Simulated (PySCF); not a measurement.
Delta-SCF ions had no search for a lower state. Excitations are Tamm–Dancoff values on a coarser integration grid. The basis has no diffuse functions, so Rydberg states are missing or too high.

Cartesian coordinates (Å):
```xyz
6

C     -1.0805     0.0492     0.1558
Sn     0.8390    -0.0382    -0.1209
H     -1.6299     0.9654     0.0015
H     -1.6434    -0.8163     0.4705
H      1.7471    -1.4444     0.1058
H      1.7677     1.2843    -0.6127
```
Charge 0, spin multiplicity 1.

### Question
Estimate the HOMO–LUMO gap, dipole moment, vertical ionisation energy (Delta-SCF), S1–T1 gap (TDA), LUMO, T1 excitation (TDA), S1 excitation (TDA) and total energy that PySCF with PBE-D3(BJ)/def2-TZVP // CAM-B3LYP-D3(BJ)/def2-TZVP returns for this input.

### Answer

The HOMO–LUMO gap comes out as 2.95 eV, the dipole moment is 0.79 D and the vertical ionisation energy (Delta-SCF) is 8.15 eV. The S1–T1 gap (TDA) comes out as 2.41 eV and the LUMO is -2.30 eV. The T1 excitation (TDA) is 2.12 eV, the S1 excitation (TDA) is 4.54 eV and the total energy comes out as -6930.11 eV.
